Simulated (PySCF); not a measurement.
These 3 structures share the formula C5H11NO. Theory: PySCF, PBE0-D3(BJ)/def2-SVP geometry optimisation, gas phase. One conformer each; no zero-point energy, no entropy. No frequencies were run at this level. Point groups hold within 0.08 Å.

Question: Rank from lowest to highest electronic energy at this level (kJ/mol).
A. `[CH3:1][CH2:2][N:3]([CH:4]=[O:5])[CH2:6][CH3:7]` with C1–C2–N3–C4 93°, C2–N3–C4–O5 1°, C2–N3–C6–C7 -79°
B. `[CH3:1][CH:2]([CH3:3])[CH2:4][C:5]([NH2:6])=[O:7]` with C1–C2–C4–C5 67°, C2–C4–C5–N6 -150°, C4–C5–N6–H 1° and -176° (isovaleramide)
C. `[CH3:1][CH2:2][CH2:3][NH:4][C:5]([CH3:6])=[O:7]` with C1–C2–C3–N4 61°, C2–C3–N4–C5 -111°, C3–N4–C5–C6 178°

Answer: B (0.0), C (14.8), A (48.8).

As drawn, the lowest has an N–H bond, which the highest lacks.

```csv
SMILES,E (Eh),E rel (kJ/mol),dipole (D),point group,"A, B, C (MHz)"
CC(C)CC(N)=O,-326.55455,0.0,3.50,C1,"4810, 1512, 1415"
CCCNC(C)=O,-326.54892,14.8,3.59,C1,"4639, 1491, 1442"
CCN(C=O)CC,-326.53597,48.8,3.85,C1,"3099, 2119, 1439"
```

Q: As an exercise, what shares would exp(−E/RT) give at 1000 K from these electronic energies alone (no entropy, no degeneracies)?

A: RT = 8.314 kJ/mol: CC(C)CC(N)=O 85.4 %, CCCNC(C)=O 14.4 %, CCN(C=O)CC 0.2 %.
